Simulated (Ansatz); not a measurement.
Basis-set extrapolation for CH6N2OSi, SMILES `N=C(N)O[SiH3]` (PBE0-D4/def2-TZVP geometry, frozen core, Ansatz). Multiplicity 1, RHF reference.

|  | def2-TZVPP | def2-QZVPP |
| --- | --- | --- |
| HF | -514.203787 | -514.223858 |
| MP2 correlation | -0.928068 | -0.996410 |
| CCSD(T) correlation | -0.999808 | not run |

Energies in hartree. Use E(X) = E(∞) + A·exp(−7.88·√X) for Hartree–Fock and E(X) = E(∞) + B·X^(−2.97) for correlation, with X = 3 and 4, and add CCSD(T) minus MP2 of the smaller set to the MP2 limit.

Question: What is the CCSD(T) energy at the basis-set limit?

Answer: HF limit: -514.223858 + (-0.020071) × 0.13774 = -514.22662. MP2 limit: -0.996410 + (-0.068342) × 0.74074 = -1.04703. Higher-order term: -0.999808 − (-0.928068) = -0.07174. Total: -515.34539 hartree, 3.86 eV below CCSD(T)/def2-TZVPP.
